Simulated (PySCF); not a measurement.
# Br²⁸⁺: ionisation energy

Br²⁸⁺ [He] 2s2 2p3 (4S) → Br²⁹⁺ [He] 2s2 2p2 (3P), as a difference of total energies. Calculation: PySCF 2.14, in an uncontracted even-tempered set (19 s from 8.7 bohr⁻², ratio 2.2; 12 p from 11 bohr⁻², ratio 2.2; 6 d from 46 bohr⁻², ratio 2.4; 5 f from 69 bohr⁻², ratio 2.4; 4 g from 100 bohr⁻², ratio 2.4); scalar relativity by spin-free X2C-1e. Correlated levels: nothing frozen; virtual orbitals above 40 to 60 times the deepest correlated orbital energy dropped. The calculations carry no spin-orbit coupling.

| method | ionisation energy (eV) |
| --- | --- |
| UHF | 3202.4 |
| LDA | 3199.9 |
| PBE | 3200.3 |
| PBE0 | 3201.1 |
| r2SCAN | 3203.1 |
| MN15 | 3203.3 |
| M06 | 3203.6 |
| MP2 (all electrons) | 3202.4 |
| SCS-MP2 (all electrons) | 3201.9 |

Spin-orbit coupling is strong in these open shells (close to jj coupling). The scalar numbers leave it out and a first-order estimate fails, so it can dominate the gap to the real levels.

For this ion Breit and QED terms and the two-electron picture change, all absent here, outweigh the differences among the correlated methods.

For comparison: 3169 ± 24 eV (semi-empirical (NIST evaluation); NIST Atomic Spectra Database, ionization energies).
